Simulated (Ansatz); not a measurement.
Input file for Ansatz (an electronic-structure program): R-r2SCAN/def2-TZVPP on H2S2Se (SMILES S[Se]S), a point of a torsion scan.

Ansatz 0.2 input:
```yaml
crystal:
  periodic: [false, false, false]
  atoms:
    - {symbol: S, position_ang: [1.81869290, -0.39178273, -0.28328484]}
    - {symbol: Se, position_ang: [0.05360038, -0.28790795, -1.64588769]}
    - {symbol: S, position_ang: [-1.61366451, -0.01677235, -0.28667656]}
    - {symbol: H, position_ang: [1.31072658, 0.40191682, 0.65962407]}
    - {symbol: H, position_ang: [-1.63337715, 1.32330626, -0.29263738]}
basis:
  gaussian:
    orbitals: def2-TZVPP
hamiltonian:
  xc: {name: r2SCAN}
scf: {lower_state_search: off}
```

The head of its log:

```
WARN ansatz: RAYON_NUM_THREADS=1 ignored (pool sized by the plan → 1); use --threads N
Functional definition: r2SCAN
these checks for a lower state are left out or cut short: stability, starts, cluster_reference, orbital_swaps, neighbouring_geometries, increment
integrals: 0.09 GiB planned
1073 factors; their error is unknown
mean field: 0.55 GiB planned
mean field evaluation 1: about -87051.4901 eV, gradient 1.9e1 eV
mean field evaluation 2: about -87050.6847 eV, gradient 2.6e1 eV
```

Question: What total energy does the run end on?

Answer: -3199.1115 hartree.
